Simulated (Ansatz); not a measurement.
Geometry optimisation, RKS PBE-D4/6-31G (Ansatz 0.2.0).

Input:

```yaml
crystal:
  periodic: [false, false, false]
  atoms:
    - { symbol: "N", position_ang: [2.14451, -1.38811, 1.22997] }
    - { symbol: C, position_ang: [1.14098, -1.02574, 0.81682] }
    - { symbol: O, position_ang: [0.02918, -0.65423, 0.38018] }
    - { symbol: Si, position_ang: [-0.69132, 0.56629, -0.46414] }
    - { symbol: H, position_ang: [0.40659, 1.49477, -0.70013] }
    - { symbol: H, position_ang: [-1.16911, -0.11868, -1.65735] }
    - { symbol: H, position_ang: [-1.76471, 1.143, 0.33762] }
basis:
  gaussian: { orbitals: "6-31G" }
hamiltonian:
  xc: pbe
  dispersion: d4
relax:
  f_tol: 0.015
  max_steps: 40
output:
  orbitals: {}
```

Launched with:

```bash
$ ansatz run input.yaml --threads 1 --pin off --max-ram 2048MiB --backend cpu --events-out ev --progress --plain --runs-dir out
```

Problem. Where does it end, and by what steps?

Solution. The forces met the threshold. The force dipped under the threshold on the way, but the program's further checks kept it going. Limits of this set-up: no polarisation functions. After 14 steps the energy has fallen by 0.577 eV; O3 moved furthest, 0.56 Å.

```tsv
step	energy less start (eV)	largest force component (eV/Å)	accepted
0	0.0000	5.093	yes
1	-0.4322	1.205	yes
2	-0.5077	0.557	yes
3	-0.5481	0.143	yes
4	-0.5468	0.889	no
5	-0.5596	0.257	yes
6	-0.5674	0.138	yes
7	-0.5744	0.091	yes
8	-0.5506	1.353	no
9	-0.5763	0.080	yes
10	-0.5762	0.177	no
11	-0.5765	0.164	yes
12	-0.5770	0.002	yes
13	-0.5770	0.020	yes
14	-0.5770	0.004	yes
```

```xyz
7
Properties=species:S:1:pos:R:3
N 2.159 -1.684 0.888
C 1.143 -1.061 0.844
O 0.006 -0.406 0.885
Si -0.673 0.611 -0.446
H 0.302 1.727 -0.731
H -0.882 -0.268 -1.653
H -1.958 1.097 0.156
```

Whether the end is a true minimum wasn't checked by a vibrational analysis.

Time of the run: 32 s on 1 thread of Arm Neoverse V1, with other jobs on the host, peak memory 0.14 GiB.
